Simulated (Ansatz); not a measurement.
# Relative stability

The two ends of one reaction step of GeH$_{4}$I, doublet (PBE0-D4/def2-TZVP).

A:

| atom | x (Å) | y (Å) | z (Å) |
| --- | --- | --- | --- |
| I1 | -1.7337 | -1.4922 | -0.3794 |
| Ge2 | 0.9206 | 0.7925 | 0.2047 |
| H3 | -2.9472 | -2.5374 | -0.6522 |
| H4 | 1.3935 | 1.2769 | -1.1746 |
| H5 | 0.3473 | 1.9399 | 1.0508 |
| H6 | 2.0197 | 0.0204 | 0.9508 |

B:

I1  (-1.073, -0.704, -0.253)
Ge2  (0.886, 0.807, 0.192)
H3  (-3.551, -3.359, -0.759)
H4  (1.407, 1.300, -1.162)
H5  (0.386, 1.972, 1.053)
H6  (1.946, -0.016, 0.930)
(Å)

Ansatz 0.2.0; basis: def2-TZVPP; cores frozen in the correlated methods; orbitals are unrestricted. Filled d shells of the heavier atoms are correlated. Core potentials replace the inner electrons of the atoms past krypton. The def2 sets are not built for correlating such inner shells, so the correlated values are less sure here. B3LYP uses VWN-RPA correlation.

Task: Which structure is lower at CCSD(T), and by how much? (An estimate is asked for; the value comes from the calculation.)

Result: The calculation gives: A, by 24.7 kJ/mol (electronic energy, against the other). By their contacts, A is a complex of GeH₃ + HI and B is a complex of GeH₃I ([GeH3][I]) + H.

Task: Do the other methods give the same order? (A judgement: the text doesn't fix the answer.)

Result: Computed: Not all: HF gives the other order.

```csv
method,E(B) − E(A) (kJ/mol)
SPW92,34.8
PBE-D4,25.8
BLYP-D4,39.3
r2SCAN-D4,28.2
B97M-V,29.4
PBE0-D4,19.4
B3LYP-D4,34.6
r2SCAN0-D4,25.3
BHLYP-D4,25.2
CAM-B3LYP-D4,31.5
wB97X-V,17.0
wB97M-V,26.1
B2PLYP,24.5
PBE-QIDH,10.3
RPA on PBE,29.4
HF,-5.4
MP2,3.2
CCSD,27.3
CCSD(T),24.7
```

No T1 diagnostic of these runs exceeds 0.011. ⟨S²⟩ of the unrestricted Hartree–Fock references: 0.75 to 0.76 (a pure state has 0.75).

Labels in which every atom is bracketed show which atoms are joined, not bond orders.

For scale, one of the runs: CCSD(T)/def2-TZVPP, 154 basis functions (an equivalent command: `ansatz run in.yaml --threads 4`). Time: 85 s of wall clock on 4 CPU threads; the host was shared. Peak host memory: 3.1 GiB.
